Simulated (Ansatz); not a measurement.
One change: `CC[CH](C)[AlH2]` becomes `CCC(C)CO`.

Ansatz, PBE0-D4/def2-TZVP geometries, multiplicity 1. Each molecule was computed in one conformer, which needn't be the lowest.

```json
{"property": "HOMO energy (B3LYP/def2-TZVPP) / eV", "`CC[CH](C)[AlH2]`": "-6.92"}
{"property": "HOMO energy (ωB97M-V/def2-TZVPP) / eV", "`CC[CH](C)[AlH2]`": "-9.30"}
{"property": "HOMO–LUMO gap (B3LYP/def2-TZVPP) / eV", "`CC[CH](C)[AlH2]`": "5.50"}
{"property": "LUMO energy (PBE/def2-TZVPP) / eV", "`CC[CH](C)[AlH2]`": "-2.01"}
{"property": "LUMO energy (B3LYP/def2-TZVPP) / eV", "`CC[CH](C)[AlH2]`": "-1.42"}
{"property": "HOMO energy (PBE0/def2-TZVPP) / eV", "`CC[CH](C)[AlH2]`": "-7.10"}
```

Task: Give the same properties after the change, and the shifts. (Best estimate.)

Result: The calculation gave: 
```json
{"property": "HOMO energy (B3LYP/def2-TZVPP) / eV", "`CCC(C)CO`": "-7.50", "shift": "-0.58"}
{"property": "HOMO energy (ωB97M-V/def2-TZVPP) / eV", "`CCC(C)CO`": "-10.15", "shift": "-0.85"}
{"property": "HOMO–LUMO gap (B3LYP/def2-TZVPP) / eV", "`CCC(C)CO`": "8.16", "shift": "2.66"}
{"property": "LUMO energy (PBE/def2-TZVPP) / eV", "`CCC(C)CO`": "0.17", "shift": "2.18"}
{"property": "LUMO energy (B3LYP/def2-TZVPP) / eV", "`CCC(C)CO`": "0.66", "shift": "2.08"}
{"property": "HOMO energy (PBE0/def2-TZVPP) / eV", "`CCC(C)CO`": "-7.73", "shift": "-0.63"}
```

With PBE0 the HOMO falls by 0.63 eV and the LUMO rises by 2.24 eV, so the gap widens by about 2.87 eV. PBE moves the HOMO by -0.21 eV and ωB97M-V by -0.85 eV.

B3LYP here is the variant with VWN-RPA as its local correlation; programs differ in this.
